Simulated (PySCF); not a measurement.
C6H5Cl2N.
Geometry (GFN2-xTB, Å), atoms numbered from 1 in this order:
```xyz
14
C6H5Cl2N angstrom
C     -0.9519   -1.5880   -0.0410
C     -0.4759   -0.1633    0.0081
C      0.7210    0.1714    0.3867
C      1.9413    0.5011    0.7094
C      2.9647    0.5893   -0.2599
N      3.8059    0.6595   -1.0341
C     -1.4997    0.8650   -0.3702
Cl    -0.7678    2.4361   -0.7581
Cl    -2.6562    1.0756    0.9871
H     -1.8920   -1.6810    0.4990
H     -1.1165   -1.8836   -1.0765
H     -0.2155   -2.2527    0.4010
H      2.2316    0.7226    1.7289
H     -2.0898    0.5478   -1.2324
```

Computed, not measured: TDDFT PBE0/def2-SVPD, vertical, gas phase, core orbitals frozen in the response (PySCF).

```csv
state,E (eV),λ (nm),ν̃ (cm⁻¹),f,|μ| (D),"main configurations (H = HOMO, L = LUMO)"
S1,5.10,243.2,41110,0.0027,0.37,"H-1→L (60%), H→L (32%)"
S2,5.61,221.1,45230,0.0038,0.42,"H→L+1 (72%), H-1→L+1 (17%)"
S3,6.25,198.4,50400,0.363,3.92,"H→L (57%), H-1→L (25%)"
S4,6.28,197.4,50660,0.055,1.51,"H-1→L+1 (33%), H-2→L (24%), H-2→L+1 (20%)"
S5,6.41,193.4,51700,0.074,1.74,"H-2→L (40%), H-3→L+1 (23%), H-1→L+1 (16%)"
S6,6.44,192.6,51920,0.055,1.49,"H-3→L (53%), H-2→L (14%), H-6→L (12%)"
```

Triplets, Tamm–Dancoff:

```json
{"state": "T1", "E (eV)": "3.89", "λ (nm)": "318.3", "main configurations (H = HOMO, L = LUMO)": "H→L (62%), H-1→L (24%)"}
{"state": "T2", "E (eV)": "4.38", "λ (nm)": "283.3", "main configurations (H = HOMO, L = LUMO)": "H-1→L+1 (55%), H→L+1 (22%), H→L (9%)"}
```

The lowest singlet comes at 243 nm (492 kJ/mol) in the ultraviolet; it is very weak; its leading configuration is HOMO-1→LUMO (60%). The strongest level in the table is S3 at 6.25 eV (198 nm, f = 0.363). Löwdin shares by element: HOMO carbon 54% or more, nitrogen 16% (atoms not listed hold the other 31%); LUMO carbon 63% or more, nitrogen 14% (atoms not listed hold the other 24%). Weighted by f, the mean energy of these states is 6.28 eV. Of the 6 states listed, 4 reach f = 0.01 and none stays under 0.0005. The oscillator strengths of these states sum to 0.553; summed over the whole spectrum of an exact calculation they would give the number of electrons, 82 (Thomas–Reiche–Kuhn). Only the lowest 6 singlets were computed, as vertical energies without vibronic structure.

Hardware: one thread, Arm Neoverse V1 (aarch64), no GPU, on a shared host. Cost: 42 s of wall time, 0.95 GiB resident at most.

One conformer stands for the species.
